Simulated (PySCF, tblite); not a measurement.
Isomers of C5H6NS (doublet state). Computed with GFN2-xTB (tblite): harmonic, unscaled wavenumbers at the GFN2-xTB geometry, gas phase. The method is semi-empirical: single wavenumbers can be off by several per cent or more. One conformer each. Open shells enter through the occupations alone, without spin polarisation, and single modes of such species can be off by tens of per cent.

Electronic energies: B3LYP/pcH-1 single points on the GFN2-xTB geometries (PySCF, gas phase).

```
            SMILES  electronic energy, lowest = 0 (kcal/mol)
   [CH2]c1cnc(C)s1                                       0.0
      N#C[C]1CCCS1                                       2.5
N#C[C@@H]1[CH]CCS1                                      23.5
```

Question: How do GFN2-xTB zero-point energies change the relative energies?

Answer: 
```tsv
SMILES	ZPE (kcal/mol)	of it from modes above 1550 cm⁻¹	electronic (kcal/mol)	with ZPE, lowest = 0 (kcal/mol)	lowest mode (cm⁻¹)	rings
[CH2]c1cnc(C)s1	59.5	26.4	0.0	0.0	74	1
N#C[C]1CCCS1	61.2	28.8	2.5	4.2	77	1
N#C[C@@H]1[CH]CCS1	59.4	29.0	23.5	23.3	73	1
```

The zero-point energies span 1.8 kcal/mol, from `N#C[C@@H]1[CH]CCS1` to `N#C[C]1CCCS1`. The order is unchanged.

Question: And how do the electronic energies of GFN2-xTB itself compare?

Answer: `[CH2]c1cnc(C)s1` 0.0; `N#C[C]1CCCS1` 13.6; `N#C[C@@H]1[CH]CCS1` 38.3 kcal/mol, lowest = 0. Against the energies above, taken from the same isomer `[CH2]c1cnc(C)s1`, the largest difference is 14.8 kcal/mol.

Question: What do entropy and thermal enthalpy add at 298.15 K and 1 bar (rigid rotor, harmonic oscillator, one conformer each)?

Answer: 
```json
{"SMILES": "[CH2]c1cnc(C)s1", "point group": "Cs", "symmetry number": "1", "S (cal/(mol K))": "85.0", "H − H(0) (kcal/mol)": "5.13", "ZPE + H − H(0) − TS (kcal/mol)": "39.3"}
{"SMILES": "N#C[C]1CCCS1", "point group": "C1", "symmetry number": "1", "S (cal/(mol K))": "84.5", "H − H(0) (kcal/mol)": "4.95", "ZPE + H − H(0) − TS (kcal/mol)": "41.0"}
{"SMILES": "N#C[C@@H]1[CH]CCS1", "point group": "C1", "symmetry number": "1", "S (cal/(mol K))": "86.8", "H − H(0) (kcal/mol)": "5.26", "ZPE + H − H(0) − TS (kcal/mol)": "38.8"}
```

S holds R ln(2S + 1) for the spin.
